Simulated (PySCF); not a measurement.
Sn(Me)2(Cl)2 (C₂H₆Cl₂Sn), SMILES [CH3][Sn]([Cl])([Cl])[CH3].

Coordinates come from a B3LYP-D3(BJ)/def2-SVP optimisation. The isomer is the one that the SMILES or the coordinates give; other isomers of the formula were not compared. The def2 effective core potentials stand for the cores of Sn; spin–orbit coupling is left out.

Computed with C-PCM-PBE0/def2-SVP (PySCF).

The values are the electrostatic part of the solvation free energy, E(continuum) − E(gas) at the gas-phase geometry, in a cavity of scaled van der Waals radii (PySCF's table); cavitation and dispersion terms are not included. A continuum can't describe solvent molecules that bind to the metal. In vacuum the orbital gap is 7.27 eV. The dipole moment in vacuum is 3.97 D.

| solvent | ε | ΔG(elec) (kcal/mol) | dipole (D) | gap (eV) |
|---|---|---|---|---|
| water | 78.36 | -6.1 | 5.22 | 7.23 |
| tetrahydrofuran | 7.43 | -5.2 | 5.03 | 7.25 |
| ethanol | 24.85 | -5.9 | 5.17 | 7.24 |
